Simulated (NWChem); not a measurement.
**Total energies of CH₂ClF**

```xyz
5

F      1.3594    -0.7713     0.0000
C      0.6965     0.4075     0.0000
Cl    -1.0767     0.1499     0.0000
H      0.9452     0.9746     0.9090
H      0.9452     0.9746    -0.9090
```
Charge 0, spin multiplicity 1.

Everything below was run with NWChem. All single points use one geometry, from B3LYP/def2-SVP, a minimum by its harmonic frequencies.

Basis set: def2-SVP (56 functions).

```csv
method,total energy (Ha)
RHF,-597.69956
MP2,-598.15812
B2PLYP,-598.81629
PBE,-598.74915
B3LYP,-599.09918
M06-2X,-599.01630
CCSD(T),-598.19574
```

Total energies of different functionals aren't comparable as a measure of quality: only differences taken within one method are. 

The correlated methods keep 7 core orbitals frozen. B3LYP has NWChem's definition, with VWN1-RPA local correlation. The structure started from a generated list of species. Coupled-cluster values serve here as a point of comparison, not as the truth.
